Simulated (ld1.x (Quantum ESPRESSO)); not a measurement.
Which change was made? (Bi, TM)

```json
{"Element": "Bi (Z = 83)", "Generator": "ld1.x (Quantum ESPRESSO) 7.5", "Type": "norm-conserving Troullier–Martins (Kleinman–Bylander form)", "Functional": "revPBE", "Relativity": "scalar-relativistic", "Frozen core": "[Xe] 4f14 5d10", "Valence charge": "5", "Reference configuration": "6s2 6p2 (charge +1)", "Partial waves": "6p (bound): rc 1.95 bohr; 6s (bound): rc 1.50 bohr", "Local potential": "the s channel", "Core correction": "none"}
```

Cutoffs, loose and tight: the cutoffs (Ry, on a coarse ladder) from which the occupation-weighted sum of valence levels, in a spherical-Bessel basis at the reference potential, stays within 10 and 1 mRy of its value at 400 Ry. They do not see the model core or the augmentation charge, which bear on the density cutoff. Test errors are all-electron minus pseudo excitation energies from the reference, over the configurations 6s2 6p3; 6s2 6p1; 6s2 6p0; 6s2 6p2.5; 6s2 6p3.3; 6s0 6p5; 6s1 6p3; variants that change the core or the reference have their own tests.

The base gives: outcome: generated; cutoff, loose: 55 Ry; cutoff, tight: 140 Ry; bound ghosts: d; largest test error (meV): +208.

After one change the result is: outcome: generated; cutoff, loose: 55 Ry; cutoff, tight: 140 Ry; bound ghosts: d; largest test error (meV): +126. Which change was it?
A. wave 6s (bound): rc 1.50 bohr becomes 6s (bound): rc 1.88 bohr
B. all radii scaled by about 0.85 (s 1.28, p 1.66 bohr)
C. reference 6s2 6p1
D. functional LDA (PZ)
E. core [Xe] 4f14, valence charge 15; reference 5d10 6s2 6p3; waves now 6p (bound): rc 2.60 bohr; 5d (bound): rc 1.05 bohr; 6s (bound): rc 1.85 bohr; core correction Bessel-smoothed model core inside 0.75 bohr

D. The others give: reference 6s2 6p1 → outcome: generated; cutoff, loose: 55 Ry; cutoff, tight: 160 Ry; bound ghosts: none; largest test error (meV): +398 | all radii scaled by about 0.85 (s 1.28, p 1.66 bohr) → outcome: generated; cutoff, loose: 140 Ry; cutoff, tight: over 300 Ry; bound ghosts: p, s (extra level of the local part), d; largest test error (meV): +433 | core [Xe] 4f14, valence charge 15; reference 5d10 6s2 6p3; waves now 6p (bound): rc 2.60 bohr; 5d (bound): rc 1.05 bohr; 6s (bound): rc 1.85 bohr; core correction Bessel-smoothed model core inside 0.75 bohr → outcome: generated; cutoff, loose: 80 Ry; cutoff, tight: 160 Ry; bound ghosts: none; largest test error (meV): -187 | wave 6s (bound): rc 1.50 bohr becomes 6s (bound): rc 1.88 bohr → outcome: generated; cutoff, loose: 30 Ry; cutoff, tight: 50 Ry; bound ghosts: d; largest test error (meV): +177.
